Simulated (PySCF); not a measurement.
## Pr²³⁺: ionisation energy

Pr²³⁺ [Kr] → Pr²⁴⁺ [Ar] 3d10 4s2 4p5 [4p1/2^2 4p3/2^3, M_J = 3/2], as a difference of total energies. All numbers are calculated (PySCF 2.14, the two-component X2C-1e Hamiltonian, in an uncontracted even-tempered set (17 s from 1.7 bohr⁻², ratio 2.8; 14 p from 2.2 bohr⁻², ratio 2.8; 9 d from 3.8 bohr⁻², ratio 2.8; 4 f from 13 bohr⁻², ratio 3)). Correlated levels: [Ne] frozen; the 90 highest virtual spinors dropped. "Screened" scales the spin-orbit matrix elements by Boettger's factors to mimic the two-electron term; Breit and QED terms are absent.

```json
{"method": "GHF (screened spin-orbit)", "ionisation energy (eV)": "800.65"}
{"method": "GMP2 (screened spin-orbit)", "ionisation energy (eV)": "801.88"}
```

How much does correlation contribute at GMP2 (screened spin-orbit)?

801.88 − (800.65) = 1.23 eV, measured against GHF (screened spin-orbit).

Breit and QED terms and the two-electron picture change are absent.

For comparison: 803 ± 4 eV (theoretical estimate listed by NIST; NIST Atomic Spectra Database, ionization energies).
